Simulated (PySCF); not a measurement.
A side-by-side comparison of computed properties.

First species: C4H3ClS.
SMILES: `Clc1ccsc1`

Second species: C2H12SSi4.
Z-matrix (Å and degrees, GFN2-xTB geometry), rows numbered from 1:
```
C 
C   1  1.3244
Si  2  1.8865  1  124.82
Si  3  2.3144  2  113.16  1   -97.10
S   3  2.1698  2  108.80  1    21.79
Si  5  2.1571  3  105.95  2    65.39
Si  6  2.3100  5  112.27  3    73.79
H   1  1.0795  2  122.84  3   177.87
H   1  1.0790  2  121.27  3    -2.50
H   2  1.0839  1  118.65  3  -177.18
H   3  1.4721  2  106.02  1   133.83
H   4  1.4633  3  112.78  2  -176.40
H   4  1.4633  3  113.27  2    60.81
H   4  1.4669  3  108.46  2   -58.12
H   6  1.4646  5  105.68  3   -51.86
H   6  1.4599  5   99.99  3  -163.43
H   7  1.4671  6  113.33  5   -48.75
H   7  1.4650  6  109.60  5  -168.13
H   7  1.4641  6  112.67  5    72.47
```

Levels: PBE0/pcSseg-1 for dipole moment, HOMO energy, LUMO energy and HOMO–LUMO gap; GFN2-xTB for rotational constant A and rotational constant C. Geometries: GFN2-xTB. All species are isolated and taken at one optimised geometry, non-relativistic unless stated. Electronic properties by PySCF.

Dipoles, sizes and rotational constants follow the conformer. The torsions of the flexible species, by atom-mapped SMILES:
- `[CH2:1]=[CH:2][Si@@H:3]([SiH3:4])[S:5][SiH2:6][SiH3:7]`: C1–C2–Si3–Si4 -97°, C2–Si3–S5–Si6 65°, Si3–S5–Si6–Si7 74°

Values for the first species:

- Dipole moment: 1.34 D
- HOMO energy: -7.04 eV
- LUMO energy: -0.75 eV
- HOMO–LUMO gap: 6.29 eV
- Rotational constant A: 7.225 GHz
- Rotational constant C: 1.250 GHz

Q: Estimate the same properties for the second species, and the change in each.

A: 
```
             property      first     second  second less first
        dipole moment     1.34 D     1.68 D            +0.34 D
          HOMO energy   -7.04 eV   -7.16 eV           -0.12 eV
          LUMO energy   -0.75 eV   -0.92 eV           -0.17 eV
        HOMO–LUMO gap    6.29 eV    6.24 eV           -0.05 eV
rotational constant A  7.225 GHz  1.424 GHz         -5.801 GHz
rotational constant C  1.250 GHz  0.462 GHz         -0.788 GHz
```

On the first: In atomic units the dipole is 0.53 e·bohr (1 au = 2.5417 D). A dipole of 1.34 D is allowed in Cs, and pure rotational transitions are dipole-allowed.

On the second: The dipole equals about 5.6 × 10⁻³⁰ C·m (1 D = 3.33564 × 10⁻³⁰ C·m). A dipole of 1.68 D is allowed in C1, and pure rotational transitions are dipole-allowed. GFN2-xTB frequencies show an imaginary mode (24i cm⁻¹), so this geometry is no minimum at that level.
